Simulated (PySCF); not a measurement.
Input for PySCF: R-B3LYP/6-311+G** on C4H7F (a complex), monomers drawn apart or pushed together.

```python
from pyscf import gto, scf, dft, mp
from pyscf.data.elements import chemcore

mol = gto.M(
    atom='''
    F     0.53604699    0.01968501    0.24787363
    H     0.65458952    0.24954340    1.14775097
    C     0.79377682    1.26021261    4.71280862
    C     0.34640981    0.06832002    5.12643281
    C    -1.04608435   -0.23363555    5.40701564
    C    -1.47387820   -1.42781564    5.81656887
    H     0.11959282    2.09714386    4.57190696
    H     1.84470865    1.43870674    4.52958382
    H     1.05339662   -0.74444879    5.26865794
    H    -1.75684028    0.57518831    5.26610070
    H    -2.51926257   -1.61805798    6.01731335
    H    -0.78714531   -2.25359503    5.96080626
    ''',
    basis='6-311+g**',
    charge=0, spin=0, verbose=3, max_memory=1800)
mf = dft.RKS(mol, xc='b3lyp')
mf.conv_tol = 1e-8
mf.max_cycle = 100
mf.kernel()
if not mf.converged:
    mf = mf.newton().run(mf.mo_coeff, mf.mo_occ)
```

### Question
Predict the final total energy.

### Answer
-256.5244 hartree.
